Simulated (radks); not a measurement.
Results of a calculation; reference values are marked as such.
Spherical quantum dot in the effective-mass picture: electrons in a parabolic well V = omega^2 r^2 / 2 with omega = 1.59, with a point charge +1 (a donor) at the centre, all in effective atomic units (hartree* = m*/eps^2 hartree, bohr* = eps/m* bohr), one dielectric constant everywhere. Level of theory: non-relativistic Kohn-Sham, PBE, spin-polarised, spherical densities (a radial shooting solver with Libxc functionals). Levels are named by radial order and angular momentum (1s, 1p, 1d, 2s, ...), and open shells are averaged over m.

N = 25, configuration 1s2 1p6 1d10 2s2 1f(up 5, down 0). This is the lowest configuration that the search found. Occupied and some empty levels:

level,occupation,eigenvalue (hartree*),<r> (bohr*)
1s up,1,15.499,1.103
1s down,1,15.520,1.082
1p up,3,16.502,1.588
1p down,3,16.560,1.569
2s up,1,17.240,1.590
2s down,1,17.303,1.595
1d up,5,17.404,1.849
1d down,5,17.484,1.838
1f up,5,18.364,2.042
1f down,0,18.455,2.037
2p up,0,18.531,1.794
2p down,0,18.588,1.803
1g up,0,19.391,2.201
1g down,0,19.486,2.202
2d up,0,19.693,2.000
2d down,0,19.747,2.006

Energy (hartree*): total 275.063, kinetic 41.230, external 88.344, Hartree 160.52, exchange-correlation -15.031.
